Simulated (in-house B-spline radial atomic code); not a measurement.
A calculation on Ni IX (Ni8+): its settings, and results tabulated from the run. Computed with a radial B-spline atomic code at the basis-set limit: Dirac-Kohn-Sham AM05, spherical fractional occupations, Fermi nucleus of rms radius 3.7757 fm.

Command:
```bash
python run_scf.py task.json out
```
Settings (nuclear radius in fm, mass in u):
```
Z                28
configuration    [Ar] 3d2
hamiltonian      dirac
method           am05
spin_polarised   False
nucleus          fermi
rms_radius       3.7757
atomic_mass      57.93534
speed_of_light   137.035999084
```

Output (hartree, bohr):
```
 radial grid: 64 intervals, B-splines of order 8, outer radius 7.931 bohr

 iter        energy (Eh)    residual
    1       -1484.819710    9.05e-01
    2       -1494.490428    3.62e-01
    3       -1496.038076    1.21e-01
    4       -1496.209763    3.77e-02
    5       -1496.225069    1.48e-02
    6       -1496.228097    5.60e-04
    7       -1496.228100    5.76e-06
    8       -1496.228100    1.37e-07

 total energy                     -1496.22810
 kinetic                            1520.7195
 electron-nucleus                  -3457.9911
 Hartree                             496.0804
 exchange-correlation                -55.0369

 first-order corrections (not in the total)
   Gaunt                             0.6618
   retardation                      -0.0597
   frequency dependence             -0.0018
   self-energy                       0.4406
   Uehling                          -0.0389
   Wichmann-Kroll                    0.0003
   recoil                            0.0109

 orbital      occ     eigenvalue          <r>       <r^2>       <1/r>       <r^4>       r_max    small
 1s1/2      2.000      -308.0680    0.0541662  0.00394653     28.0522 4.00562e-05     0.03545  1.02e-02
 2s1/2      2.000       -43.1036     0.244763   0.0707221     6.09449   0.0086867      0.2049  1.91e-03
 2p1/2      2.000       -38.5223     0.213074   0.0557832     6.04629  0.00630032      0.1632  1.89e-03
 2p3/2      4.000       -37.8820     0.216271   0.0573345     5.92152  0.00661982      0.1658  1.86e-03
 3s1/2      2.000       -10.3595     0.691025    0.545758     2.06963    0.456512      0.6201  4.91e-04
 3p1/2      2.000        -8.9203     0.696663    0.562858     1.97848    0.508495      0.6136  4.58e-04
 3p3/2      4.000        -8.8197     0.703525    0.573722     1.95115    0.527552        0.62  4.52e-04
 3d3/2      0.800        -6.4679     0.693259    0.572492     1.76718    0.606418      0.5499  3.78e-04
 3d5/2      1.200        -6.4523     0.695222    0.575531     1.76101    0.612281      0.5515  3.76e-04
```

Time taken, with all properties: 1.2 s on 1 thread of Arm Neoverse V2, with other jobs on the host.

For the Dirac Hamiltonian the kinetic term is c α·p + (β - 1)c².
